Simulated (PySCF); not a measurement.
**Simulated absorption spectrum**

Compound: N-methyl-p-toluidine, C8H11N.
SMILES: `N(C)c1ccc(C)cc1`

Level of theory: TDDFT wB97X-D/def2-SVPD, vertical, gas phase, core orbitals frozen in the response (PySCF 2.14.0, density-fitted response routines). Geometry: PBE0-D3(BJ)/def2-SVP, one conformer, isolated molecule. Torsions of this conformer, `[CH3:1][NH:2][c:3]1[cH:4][cH:5][c:6]([CH3:7])[cH:8][cH:9]1`: C1–N2–C3–C4 -170°.

Computed states:

```
state  E (eV)       f
   S1    4.65   0.044
   S2    5.48   0.267
   S3    5.67  0.0028
   S4    6.27  0.0091
   S5    6.48  0.0047
   S6    6.72   0.595
```

Each state is given a Gaussian of 0.25 eV full width at half maximum, with ε(max) = 2.175×10⁸ f / Δν̃ (Δν̃ the width in cm⁻¹). The cross-section is σ = 3.8235×10⁻²¹ ε cm², given in Mb (10⁻¹⁸ cm²). The width is an assumption, not a result. The curve ends short of the highest state used, and states not computed would add to its high-energy end.

Task: What does the envelope look like, and where are its maxima?

Result: 
```tsv
E (eV)	σ (Mb)
4.28	0.04
4.32	0.13
4.36	0.41
4.41	1.34
4.45	2.94
4.49	5.62
4.53	9.31
4.58	14.34
4.62	17.27
4.66	18.05
4.71	15.62
4.75	11.86
4.79	7.81
4.83	4.47
4.88	1.82
4.92	0.76
4.96	0.27
5.01	0.07
5.05	0.04
5.09	0.11
5.14	0.57
5.18	1.79
5.22	4.93
5.26	11.74
5.31	28.45
5.35	49.26
5.39	73.99
5.44	100.82
5.48	110.14
5.52	104.49
5.56	86.17
5.61	55.76
5.65	33.84
5.69	18.08
5.74	7.03
5.78	2.97
5.82	1.17
5.86	0.45
5.91	0.14
5.95	0.08
5.99	0.12
6.04	0.33
6.08	0.70
6.12	1.31
```

Maxima: 266 nm (4.65 eV), ε about 4700, made up of S1 (100%); 226 nm (5.49 eV), ε about 29000, made up of S2 (100%) (ε in L mol⁻¹ cm⁻¹; maxima over ε = 5, shares over 10%). At its high-energy end, 6.12 eV, the curve is still rising (ε about 340, from S4).

Task: On this curve, what absorbance would a 10⁻³ mol/L sample give at 280 nm over a 1 cm path?

Result: 280 nm is 4.428 eV, where ε is about 510 L mol⁻¹ cm⁻¹, so A = ε c l ≈ 0.51 (Beer–Lambert, with the gas-phase spectrum and the assumed width).

Task: Coming from long wavelengths, where does ε first pass 100 L mol⁻¹ cm⁻¹?

Result: At about 284 nm (4.36 eV), 0.29 eV below S1.

Task: What would ε be at 5.49 eV, the highest of these maxima, with half the width (0.125 eV)?

Result: About 57200 L mol⁻¹ cm⁻¹ against 28800, a factor of about 1.99; a lone state at its own centre would give exactly 2.
